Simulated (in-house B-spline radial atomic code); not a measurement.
Atomic self-consistent-field run: Mn⁴⁺. Computed with an all-electron radial atomic-structure program (B-spline basis): non-relativistic PW91, spin-polarised, spherical fractional occupations, point nucleus.

Command:
```bash
python run_scf.py task.json out
```
Settings:
```
Z                25
configuration    [Ar] 3d3
hamiltonian      nr
method           pw91,pw91
spin_polarised   True
```

Output (hartree, bohr):
```
 radial grid: 46 intervals, B-splines of order 8, outer radius 14.6809 bohr

 iter        energy (Eh)    residual
    1       -1134.886185    7.15e-01
    2       -1143.101451    4.79e-01
    3       -1146.706401    1.14e-01
    4       -1146.995403    2.38e-02
    5       -1147.002866    1.65e-02
    6       -1147.008794    1.24e-03
    7       -1147.008816    4.12e-05
    8       -1147.008816    5.45e-06
    9       -1147.008816    4.11e-07
   10       -1147.008816    2.96e-09

 total energy                     -1147.00882
 kinetic                            1146.1498
 electron-nucleus                  -2680.3002
 Hartree                             437.4662
 exchange-correlation                -50.3247

 orbital      occ     eigenvalue          <r>       <r^2>       <1/r>     <1/r^3>       <r^4>       r_max
 1s up      1.000      -236.4567    0.0615675  0.00508349     24.5181           - 6.59929e-05     0.04053
 1s down    1.000      -236.4571    0.0615672   0.0050834     24.5182           - 6.59885e-05     0.04053
 2s up      1.000       -29.1699     0.282642   0.0942727     5.21712           -   0.0155002      0.2353
 2s down    1.000       -29.1055     0.282211    0.093968      5.2255           -   0.0153897      0.2351
 2p up      3.000       -25.3184      0.24845   0.0758537     5.16669     403.973   0.0117022      0.1895
 2p down    3.000       -25.2700     0.247976   0.0755365     5.17429     405.241   0.0115924      0.1894
 3s up      1.000        -5.2327     0.839535    0.809372     1.67978           -     1.03506      0.7362
 3s down    1.000        -5.0896     0.842531    0.815654     1.67214           -     1.05559      0.7373
 3p up      3.000        -4.1155     0.871351    0.886761     1.57106     53.4364     1.31756      0.7435
 3p down    3.000        -3.9749     0.876374    0.898101     1.56141     52.6505     1.36056      0.7451
 3d up      3.000        -2.3036      0.95744     1.12457     1.32026     5.44502     2.59535      0.7131
```

Time taken, with all properties: 0.12 s on 1 thread of Arm Neoverse V1, with other jobs on the host.
